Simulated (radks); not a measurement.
Task: Valence configurations of Er I (all share [Xe]). All-electron calculation, Dirac Kohn-Sham, PBEsol, spin-unpolarised, spherical densities, finite nucleus; open shells fill j = l - 1/2 first; Fermi nuclear charge, rms radius 5.2516 fm. Program: a radial shooting solver on a logarithmic mesh with Libxc functionals. Order these by energy: 4f12 5d1 6p1; 4f11.5 6s2 6p0.5; 4f12 5d1 6s1; 4f11 5d1 6s1 6p1; 4f11 5d1 6p2; 4f12 6s1 6p1; 4f11 6s2 6p1; 4f12 6s2.

Result: From the lowest, in eV above it: 4f12 6s2 0.000; 4f11.5 6s2 6p0.5 1.613; 4f12 6s1 6p1 2.623; 4f12 5d1 6s1 2.851; 4f11 6s2 6p1 5.276; 4f12 5d1 6p1 5.300; 4f11 5d1 6s1 6p1 6.951; 4f11 5d1 6p2 10.014. NIST lists [Xe] 4f12 6s2 as the ground configuration; this level of theory agrees among the configurations tried. The energies are those of spherical spin-averaged densities, not of single terms. No valid solution was reached for [Xe] 4f13.5 6p0.5; [Xe] 4f13 6s1.
